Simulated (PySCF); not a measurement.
# Selenium: a sound run and one with changed settings

Sound run: Se⁺ [Ar] 3d10 4s2 4p3, Se²⁺ [Ar] 3d10 4s2 4p2. All numbers are calculated (PySCF 2.14, the non-relativistic Hamiltonian (point nucleus), in def2-SVP). In the sound run the correlated levels freeze [Ar] 3d10. The sound run starts from symmetry-adapted Hartree-Fock orbitals and uses a fine grid where one is needed.

Changed run: the spin-free X2C one-electron Hamiltonian (Gaussian nucleus). This setting is unsound on purpose.

```
species   method  sound run (hartree)  changed run (hartree)  converged
    Se⁺      UHF          -2399.21494            -2421.14625        yes
    Se⁺     MN15          -2401.14860            -2423.06920        yes
    Se⁺    M06-L          -2400.75922            -2422.69041        yes
    Se⁺      MP2          -2399.27455            -2421.20549        yes
    Se⁺  CCSD(T)          -2399.29078            -2421.22138        yes
   Se²⁺      UHF          -2398.44768            -2420.37701        yes
   Se²⁺     MN15          -2400.35979            -2422.27865        yes
   Se²⁺    M06-L          -2399.98288            -2421.91293        yes
   Se²⁺      MP2          -2398.49403            -2420.42306        yes
   Se²⁺  CCSD(T)          -2398.51229            -2420.44083        yes
```

Ionisation energy of Se⁺:

| method | sound run (eV) | changed run (eV) |
| --- | --- | --- |
| UHF | 20.878 | 20.932 |
| MN15 | 21.465 | 21.512 |
| M06-L | 21.125 | 21.156 |
| MP2 | 21.239 | 21.291 |
| SCS-MP2 | 21.109 | 21.161 |
| CCSD | 21.179 | 21.235 |
| CCSD(T) | 21.184 | 21.240 |

Most of the change in total energy is the relativistic energy itself. On top of that the contraction fixes the core shape for the Hamiltonian it was made with, so the changed run is not a good calculation with the other Hamiltonian either.

For comparison, NIST gives 21.196 ± 0.01 eV between the lowest levels.
